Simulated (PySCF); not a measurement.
Which basis set comes closest?

Molecule: `P[Si](P)(P)P`, H$_{8}$P$_{4}$Si.

Geometry (Å), atoms numbered from 1 in this order:
```xyz
13

P    -0.496   -0.763    2.108
Si    0.184   -0.067    0.059
P     1.970   -1.366   -0.459
P     0.804    2.099    0.322
P    -1.259   -0.287   -1.680
H    -1.097   -1.958    1.604
H    -1.716   -0.019    2.060
H     2.818   -0.737    0.504
H     2.389   -0.518   -1.531
H    -0.540    2.590    0.371
H     0.927    2.321   -1.085
H    -2.343    0.322   -0.976
H    -1.652   -1.617   -1.332
```

Geometry PBE0-D3(BJ)/def2-SVP throughout; GIAO in PySCF, gas phase, one conformer, non-relativistic; equivalent atoms averaged; functional PBE0.

Reference values (measured; solution, C6H6; S. K. Latypov et al., Phys. Chem. Chem. Phys. 2015 (author manuscript)): δ(P1/P3/P4/P5) = -205.0 ppm vs 85 % H3PO4. Computed shifts are taken against H3PO4, calculated as an isolated molecule at each level.

How do the basis sets STO-3G, 6-31G, pcSseg-0, 6-31G*, def2-SVP, cc-pVDZ, pcSseg-1, aug-cc-pVDZ, 6-311+G(2d,p), def2-TZVP, cc-pVTZ, IGLO-III, pcSseg-2 perform against the reference? Times are CPU seconds on shared hosts with different chips, so compare them loosely.

Answers


```tsv
basis set	functions	P1/P3/P4/P5	abs. error P	core-s
STO-3G	53	-156.4	48.6	4.2
6-31G	81	-223.6	18.6	7.8
pcSseg-0	81	-302.1	97.1	8.4
6-31G*	106	-190.9	14.1	11
def2-SVP	130	-204.5	0.5	13
cc-pVDZ	130	-199.0	6.0	17
pcSseg-1	160	-229.6	24.6	18
aug-cc-pVDZ	207	-211.5	6.5	37
6-311+G(2d,p)	223	-233.8	28.8	30
def2-TZVP	233	-239.6	34.6	34
cc-pVTZ	282	-231.4	26.4	59
IGLO-III	300	-232.5	27.5	60
pcSseg-2	327	-234.8	29.8	77
```

For 31P the closest is def2-SVP (0.5 ppm) and the furthest pcSseg-0 (97.1 ppm). Where a smaller basis beats a larger one, errors probably cancel; the largest sets show where the functional converges. One molecule is a small sample, and vibrational and solvent effects are absent from the calculation.

A small basis that lands close on one nucleus may do so by chance; judge by the trend and by all nuclei.
